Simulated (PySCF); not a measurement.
O4Ru, charge +1, doublet (typed; the unrestricted solution is spin-contaminated), geometry from GFN2-xTB (such geometries of metal compounds can be far from the true shape) (the multiplicity is a formal guess) (all electrons, no relativity); HF/3-21G in PySCF.

The PySCF input:
```python
from pyscf import gto, scf

mol = gto.M(
    atom='''
Ru   -0.000000   -0.000000   -0.000000
O     1.119242    0.662658   -0.943320
O     0.713786   -0.833377    1.173739
O    -0.921016   -0.985626   -0.872892
O    -0.912011    1.156345    0.642473
''',
    basis='3-21g',
    charge=1,
    spin=1,
    verbose=4,
)

mf = scf.UHF(mol)
mf.kernel()
```

Output, abridged:

```
PySCF version 2.14.0

[INPUT] verbose = 4
[INPUT] num. atoms = 5
[INPUT] num. electrons = 75
[INPUT] charge = 1
[INPUT] spin (= nelec alpha-beta = 2S) = 1
[INPUT] symmetry False subgroup None
[INPUT] Mole.unit = angstrom
[INPUT] Symbol           X                Y                Z      unit          X                Y                Z       unit  Magmom
[...]
nuclear repulsion = 541.163171289198
number of shells = 34
number of NR pGTOs = 141
number of NR cGTOs = 72
basis = 3-21g
ecp = {}

******** <class 'pyscf.scf.uhf.UHF'> ********
method = UHF
initial guess = minao
damping factor = 0
level_shift factor = 0
DIIS = <class 'pyscf.scf.diis.CDIIS'>
diis_start_cycle = 1
diis_space = 8
diis_damp = 0
SCF conv_tol = 1e-09
SCF conv_tol_grad = None
SCF max_cycles = 50
direct_scf = True
direct_scf_tol = 1e-13
number electrons alpha = 38  beta = 37
Set gradient conv threshold to 3.16228e-05
init E= -4711.22354872039

cycle= 1 E= -4715.58839177627  delta_E= -4.36  |g|= 1.89  |ddm|= 2.47
cycle= 2 E= -4713.28116165607  delta_E= 2.31  |g|= 3.12  |ddm|=  3.2
cycle= 3 E= -4717.29397188651  delta_E= -4.01  |g|= 0.466  |ddm|= 1.99
cycle= 4 E= -4717.31491706171  delta_E= -0.0209  |g|= 0.466  |ddm|= 0.574
cycle= 5 E= -4717.4093256351  delta_E= -0.0944  |g|= 0.109  |ddm|= 0.296
cycle= 6 E= -4717.44036107705  delta_E= -0.031  |g|= 0.0851  |ddm|= 0.253
cycle= 7 E= -4717.46442604329  delta_E= -0.0241  |g|= 0.0719  |ddm|= 0.237
cycle= 8 E= -4717.48603218054  delta_E= -0.0216  |g|= 0.0424  |ddm|= 0.326
cycle= 9 E= -4717.48663769135  delta_E= -0.000606  |g|= 0.0504  |ddm|= 0.114
cycle= 10 E= -4717.49215561979  delta_E= -0.00552  |g|= 0.0326  |ddm|= 0.118
cycle= 11 E= -4717.49641245893  delta_E= -0.00426  |g|= 0.0203  |ddm|= 0.139
cycle= 12 E= -4717.49825654223  delta_E= -0.00184  |g|= 0.0194  |ddm|= 0.0847
cycle= 13 E= -4717.50025841874  delta_E= -0.002  |g|= 0.016  |ddm|= 0.0964
cycle= 14 E= -4717.50141871216  delta_E= -0.00116  |g|= 0.0144  |ddm|= 0.0575
cycle= 15 E= -4717.50202047499  delta_E= -0.000602  |g|= 0.0143  |ddm|= 0.0297
cycle= 16 E= -4717.5024543083  delta_E= -0.000434  |g|= 0.0147  |ddm|= 0.0223
cycle= 17 E= -4717.50055048806  delta_E= 0.0019  |g|= 0.0149  |ddm|= 0.0961
cycle= 18 E= -4717.49865514117  delta_E= 0.0019  |g|= 0.012  |ddm|= 0.13
cycle= 19 E= -4717.49788321114  delta_E= 0.000772  |g|= 0.0118  |ddm|= 0.0996
cycle= 20 E= -4717.49776654581  delta_E= 0.000117  |g|= 0.0111  |ddm|= 0.0162
cycle= 21 E= -4717.49767242559  delta_E= 9.41e-05  |g|= 0.00867  |ddm|= 0.0671
cycle= 22 E= -4717.49798215855  delta_E= -0.00031  |g|= 0.00733  |ddm|= 0.0507
cycle= 23 E= -4717.49826234832  delta_E= -0.00028  |g|= 0.00638  |ddm|= 0.0348
cycle= 24 E= -4717.49874818665  delta_E= -0.000486  |g|= 0.0056  |ddm|= 0.076
cycle= 25 E= -4717.49886084049  delta_E= -0.000113  |g|= 0.00482  |ddm|= 0.0208
cycle= 26 E= -4717.49900763265  delta_E= -0.000147  |g|= 0.00451  |ddm|= 0.0308
cycle= 27 E= -4717.49905518272  delta_E= -4.76e-05  |g|= 0.00454  |ddm|= 0.00855
cycle= 28 E= -4717.49902742598  delta_E= 2.78e-05  |g|= 0.00454  |ddm|= 0.00455
cycle= 29 E= -4717.49897383928  delta_E= 5.36e-05  |g|= 0.00447  |ddm|= 0.0106
cycle= 30 E= -4717.49875947059  delta_E= 0.000214  |g|= 0.00418  |ddm|= 0.0535
cycle= 31 E= -4717.4987398871  delta_E= 1.96e-05  |g|= 0.00412  |ddm|= 0.0171
cycle= 32 E= -4717.49874825276  delta_E= -8.37e-06  |g|= 0.00413  |ddm|= 0.00618
cycle= 33 E= -4717.49877160768  delta_E= -2.34e-05  |g|= 0.00413  |ddm|= 0.00513
cycle= 34 E= -4717.4987891547  delta_E= -1.75e-05  |g|= 0.00418  |ddm|= 0.00466
cycle= 35 E= -4717.49879541949  delta_E= -6.26e-06  |g|= 0.00417  |ddm|= 0.00552
cycle= 36 E= -4717.49877608179  delta_E= 1.93e-05  |g|= 0.00412  |ddm|= 0.0072
cycle= 37 E= -4717.49875717842  delta_E= 1.89e-05  |g|= 0.00408  |ddm|= 0.00389
cycle= 38 E= -4717.4987323245  delta_E= 2.49e-05  |g|= 0.00405  |ddm|= 0.00582
cycle= 39 E= -4717.49869268205  delta_E= 3.96e-05  |g|= 0.00395  |ddm|= 0.0105
cycle= 40 E= -4717.49857447313  delta_E= 0.000118  |g|= 0.00368  |ddm|= 0.0311
cycle= 41 E= -4717.49856234518  delta_E= 1.21e-05  |g|= 0.00368  |ddm|= 0.00827
cycle= 42 E= -4717.49838715233  delta_E= 0.000175  |g|= 0.00302  |ddm|= 0.0588
cycle= 43 E= -4717.49832665057  delta_E= 6.05e-05  |g|= 0.00268  |ddm|= 0.036
cycle= 44 E= -4717.4983206515  delta_E= 6e-06  |g|= 0.00233  |ddm|= 0.0174
cycle= 45 E= -4717.49833569953  delta_E= -1.5e-05  |g|= 0.0023  |ddm|= 0.00748
cycle= 46 E= -4717.49835364509  delta_E= -1.79e-05  |g|= 0.00229  |ddm|= 0.00699
cycle= 47 E= -4717.49835436636  delta_E= -7.21e-07  |g|= 0.00229  |ddm|= 0.000594
cycle= 48 E= -4717.49836315466  delta_E= -8.79e-06  |g|= 0.0023  |ddm|= 0.00417
cycle= 49 E= -4717.49834763375  delta_E= 1.55e-05  |g|= 0.00227  |ddm|= 0.00518
cycle= 50 E= -4717.4983118928  delta_E= 3.57e-05  |g|= 0.00221  |ddm|= 0.0123
SCF not converged.
SCF energy = -4717.4983118928 after 50 cycles  <S^2> = 2.4205516  2S+1 = 3.2683645
```

Convergence was not reached.
